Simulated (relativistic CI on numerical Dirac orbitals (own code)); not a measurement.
W⁵⁺: 4d photoemission

Computed with this model: Dirac-Coulomb-Breit CI, KLI orbitals optimised for each configuration, model QED (radiative potential, 1s self-energy scaled to tabulated hydrogen-like ionisation energies), valence Slater integrals scaled by 0.8, multiplet model of photoemission in the sudden approximation; configurations [Xe] 4f14 5d → [Kr] 4d9 4f14 5s2 5p6 5d; 80 K; Lorentzian 3.5 eV and Gaussian 0.6 eV FWHM. Energies are those of the free ion, without screening or charge transfer. The energies are binding energies and can lie tens of eV above those of solids. S is read from ⟨S²⟩ = S(S + 1).

Computed curve for free ion, scaled to 100 at the maximum (points under 2 are left out and the grid is thinned):

(Energy (eV), Intensity): (304.6, 2.1), (305.4, 2.3), (305.8, 2.4), (306.6, 2.8), (307.0, 2.9), (307.8, 3.4), (308.6, 3.9), (309.0, 4.2), (309.8, 5.0), (310.2, 5.5), (311.0, 6.6), (311.8, 8.2), (312.2, 9.2), (313.0, 11.9), (313.8, 15.9), (314.2, 18.8), (315.0, 26.9), (315.4, 32.9), (316.2, 50.3), (317.0, 75.4), (317.4, 88.1), (318.2, 100.0), (318.6, 95.3), (319.4, 71.9), (320.2, 48.3), (320.6, 39.5), (321.4, 27.4), (321.8, 23.4), (322.6, 18.0), (323.4, 14.8), (323.8, 13.8), (324.6, 12.7), (325.4, 12.8), (325.8, 13.2), (326.6, 15.1), (327.0, 16.8), (327.8, 22.1), (328.6, 31.6), (329.0, 38.4), (329.8, 54.8), (330.2, 61.5), (331.0, 63.0), (331.8, 50.0), (332.2, 42.0), (333.0, 29.2), (333.4, 24.8), (334.2, 18.8), (335.0, 14.3), (335.4, 12.3), (336.2, 9.1), (337.0, 6.9), (337.4, 6.1), (338.2, 4.9), (338.6, 4.5), (339.4, 3.7), (340.2, 3.2), (340.6, 2.9), (341.4, 2.6), (341.8, 2.4), (342.6, 2.1)

The ground state has S = 0.50, and the centroid lies at 323.23 eV.
